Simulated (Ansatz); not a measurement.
`CC[Si](F)(F)F` + `N[SiH3]` → `CCN[SiH3]` + `F[SiH](F)F` at 600 K and 1 bar (substitution at a C–Si bond).

Gas-phase electronic energies from Ansatz, PBE0-D4/def2-TZVP geometries. CCSD(T)/CBS is the MP2 limit (def2-TZVPP, def2-QZVPP) plus CCSD(T) − MP2 in def2-TZVPP, frozen cores. This one scheme is used for every species. Each species was taken in one conformer, which may not be the lowest.

| species | CCSD(T)/CBS energy (Eh) | H − E (kJ/mol) | S (J/(mol·K)) |
| --- | --- | --- | --- |
| `CC[Si](F)(F)F` | -667.80639 | 262.4 | 453.6 |
| `N[SiH3]` | -346.80422 | 170.6 | 320.8 |
| `CCN[SiH3]` | -425.31370 | 344.4 | 426.9 |
| `F[SiH](F)F` | -589.26725 | 84.1 | 330.7 |

H − E and S are ideal-gas, rigid-rotor, harmonic terms from PBE0-D4/def2-TZVP, for one conformer and one mirror image of each species. 1 Eh = 2625.50 kJ/mol, R = 8.31446 J/(mol·K).

By hand: ΔE, ΔH, ΔS and ΔG.

ΔE = (-425.31370) + (-589.26725) − (-667.80639) − (-346.80422) = 0.02966 Eh = 77.9 kJ/mol. Δ(H − E) = 344.4 + 84.1 − 262.4 − 170.6 = -4.5, so ΔH = 73.4 kJ/mol. ΔS = 426.9 + 330.7 − 453.6 − 320.8 = -16.8 J/(mol·K). ΔG = 73.4 − 600 × (-16.8)/1000 = 83.5 kJ/mol.

By hand: the equilibrium constant, and the temperature at which ΔG would vanish if ΔH and ΔS stayed fixed.

log₁₀ K = −ΔG/(RT ln 10) = -7.3. ΔH and −TΔS have one sign here, so there is no such temperature.

ΔH outweighs TΔS. A doubt of 5 kJ/mol in ΔE shifts log₁₀ K by 0.4 here. Other conformers and mirror images would add mixing entropy, several J/(mol·K) or more a flexible species. Modes under 60 cm⁻¹, often nearly free rotors, make the harmonic entropy too high. These are equilibria of isolated gas molecules and say nothing of rates. Largest T1 diagnostic: 0.012 (customary marks: 0.02 for closed shells, 0.045 for open ones).
